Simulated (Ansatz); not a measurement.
Basis sets compared for Sn(vinyl)2(NHMe)2 (C₆H₁₄N₂Sn). Charge 0, multiplicity 1. Geometry r2SCAN-D4/def2-SVP. Ansatz on 4 threads of Arm Neoverse V2 on a shared host; times are rough, and most runs start from earlier orbitals.

```xyz
23

Sn    0.037   -0.463   -0.096
C     1.947   -1.420   -0.033
C     2.487   -1.777    1.140
H     2.492   -1.619   -0.965
H     1.967   -1.597    2.090
H     3.469   -2.266    1.202
C    -1.704   -1.598   -0.593
C    -2.219   -1.541   -1.828
H    -2.182   -2.230    0.167
H    -1.766   -0.920   -2.611
H    -3.116   -2.110   -2.110
N     0.140    0.941   -1.595
C    -0.854    1.995   -1.689
H     1.082    1.297   -1.752
H    -0.855    2.452   -2.697
H    -1.862    1.571   -1.540
H    -0.742    2.823   -0.956
N    -0.231    0.200    1.832
C     0.592    1.270    2.366
H    -1.212    0.316    2.086
H     0.554    1.285    3.472
H     1.647    1.099    2.094
H     0.330    2.292    2.017
```

In the def2 sets Sn takes a core potential; there is no spin–orbit coupling.

Binding counts from free atoms (Sn triplet, C triplet, H doublet, N quartet) in the same basis, without a counterpoise term.

| level | functions | energy (Eh) | HOMO (eV) | LUMO (eV) | binding per atom (eV) | wall time |
| --- | --- | --- | --- | --- | --- | --- |
| PBE-D4/def2-SVP | 208 | -560.0805 | -4.48 | -1.34 | 4.04 | 3.5 s |
| PBE0-D4/def2-SVP | 208 | -560.1339 | -5.86 | -0.40 | 3.97 | 6 s |

Question: Estimate the rows for PBE-D4/def2-TZVP, PBE0-D4/def2-TZVP.

Answer: 
| level | functions | energy (Eh) | HOMO (eV) | LUMO (eV) | binding per atom (eV) | wall time |
| --- | --- | --- | --- | --- | --- | --- |
| PBE-D4/def2-TZVP | 382 | -560.4847 | -4.72 | -1.54 | 4.02 | 6 s |
| PBE0-D4/def2-TZVP | 382 | -560.5291 | -6.04 | -0.60 | 3.95 | 12 s |
